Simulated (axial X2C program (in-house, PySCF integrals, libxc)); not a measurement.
## Spin–orbit effects down a group: molecules with Li (ions), PBE0

All values come from calculations with an axial X2C code built on PySCF integrals, spin-free (one-electron X2C) or two-component (2c: spin–orbit coupling with atomic mean-field Coulomb and Gaunt terms, which also bring small scalar terms), in Dyall basis sets with cores contracted in-house; open shells are unrestricted.

Basis sets: C dyall-av3z, Ge dyall-acv3z, Li dyall-av3z, Pb dyall-acv3z, Sn dyall-acv3z.

| molecule | spin-free state | Re (Å) | ωe (cm⁻¹) | De (eV) | 2c state | Re 2c (Å) | ωe 2c (cm⁻¹) | De 2c (eV) |
| --- | --- | --- | --- | --- | --- | --- | --- | --- |
| LiC⁻ | M_S = 1, Λ = 0 | 1.986 | 543.0 | 1.87 | Ω = 1 | 1.986 | 542.9 | 1.87 |
| LiGe⁻ | M_S = 1, Λ = 0 | 2.598 | 298.6 | 1.24 | Ω = 1 | 2.598 | 298.5 | 1.24 |
| LiSn⁻ | M_S = 2, Λ = 0 | 2.806 | 249.6 | 0.87 | Ω = 1 | 2.782 | 276.8 | 1.15 |
| LiPb⁻ | M_S = 2, Λ = 0 | 2.850 | 232.1 | n/a | Ω = 1 | 2.794 | 262.0 | n/a |

Problem. Work out the shifts from the spin-free to the two-component result.

Solution. 

```
molecule  2c state      ΔRe (Å)   Δωe (cm⁻¹)  ΔDe (eV)
    LiC⁻     Ω = 1        0.000         -0.1      0.00
   LiGe⁻     Ω = 1        0.000         -0.1      0.00
   LiSn⁻     Ω = 1  other state  other state       n/a
   LiPb⁻     Ω = 1  other state  other state       n/a
```

Shifts of one unit in the last digit are rounding.

Fragments in 2c: C- + Li, Ge- + Li, Sn- + Li, Pb- + Li. Each entry is the lowest single determinant of a limited PBE0 search at one distance. De goes to single-determinant-based atoms at the same level (for ions the charge split of lowest energy) and is withheld (n/a) where an atom does not fit its ground term or J level. Main or longest-lived isotopes. One determinant is a doubtful description, or other states lie close, for LiC⁻, LiGe⁻, LiSn⁻, LiPb⁻; these need not be ground states, and all values refer to the states named. Some open-shell Ω = 0 determinants are out of reach, so the Ω given for LiC⁻, LiGe⁻, LiSn⁻, LiPb⁻ need not be the lowest component. With several unpaired electrons the Ω given is that of one determinant, not necessarily of the lowest component. The functionals have no current term, which raises determinants with orbital currents. The lowest determinant changes configuration between the Hamiltonians for LiSn⁻, LiPb⁻, so two states are compared there.
